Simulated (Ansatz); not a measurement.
CH₈FNOSi₂, SMILES `C[SiH](F)N[SiH2]O`. Charge 0, multiplicity 1. All single points use the PBE0-D4/def2-TZVP geometry. It is one conformer, not always the lowest.

```xyz
14

C    -0.133    1.071   -2.254
Si   -0.044   -0.277   -0.988
F     1.140   -1.265   -1.440
N     0.252    0.345    0.581
Si   -0.273   -0.301    2.093
O     0.230   -1.846    2.339
H    -0.265    0.654   -3.255
H     0.786    1.664   -2.259
H    -0.971    1.740   -2.047
H    -1.268   -1.106   -0.904
H     0.882    1.132    0.648
H     0.251    0.634    3.124
H    -1.747   -0.406    2.160
H     1.159   -2.038    2.201
```

What is the dipole moment at B3LYP/def2-TZVPP? (Estimate.)

Ansatz gave: 2.45 D, with components (0.88, 2.25, -0.42) D in this frame, pointing from negative to positive charge.

And with PBE, r2SCAN, ωB97M-V? (Estimate.)

Ansatz gave: PBE 2.39 D, r2SCAN 2.45 D, ωB97M-V 2.46 D.

Give the Mulliken charges with B3LYP, ωB97M-V, PBE in def2-TZVPP. (Best estimate.)

Ansatz gave: 
```
atom  B3LYP  ωB97M-V    PBE
  C1  -0.40    -0.46  -0.39
 Si2   0.65     0.60   0.54
  F3  -0.34    -0.32  -0.29
  N4  -0.35    -0.36  -0.29
 Si5   0.52     0.44   0.42
  O6  -0.39    -0.37  -0.35
  H7   0.11     0.12   0.11
  H8   0.10     0.12   0.10
  H9   0.11     0.12   0.11
 H10  -0.11    -0.06  -0.10
 H11   0.12     0.10   0.13
 H12  -0.11    -0.06  -0.10
 H13  -0.09    -0.04  -0.08
 H14   0.18     0.18   0.19
```

B3LYP here is the variant with VWN-RPA as its local correlation; programs differ in this.
